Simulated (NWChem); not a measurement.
SiHI2 cation

```xyz
4

I      2.0519     0.0000    -0.1343
Si     0.0000     0.0000     0.9733
I     -2.0519     0.0000    -0.1343
H      0.0000     0.0000     2.4547
```
Atoms are numbered in this order, from 1.

Level: PBE0/def2-SVP with def2 effective core potentials on I (NWChem), optimised geometry, unscaled harmonic frequencies. def2 effective core potentials on I; no spin-orbit coupling.

### Question
List the harmonic frequencies with IR intensities, and the thermochemistry.

### Answer
| frequency (cm⁻¹) | IR intensity (km/mol) |
|---|---|
| 98 | 1.5 |
| 349 | 18.1 |
| 445 | 1.5 |
| 515 | 112.8 |
| 751 | 140.3 |
| 2302 | 0.0 |

The zero-point energy is 6.4 kcal/mol, the thermal correction to the enthalpy at 298.15 K (with zero-point energy) comes out as 9.8 kcal/mol and the heat capacity Cv comes out as 12.8 cal/(mol K). The entropy at 298.15 K and 1 atm (symmetry number 2) comes out as 76.8 cal/(mol K).

Rigid rotor and harmonic oscillator; modes under 100 cm⁻¹ make the entropy uncertain.
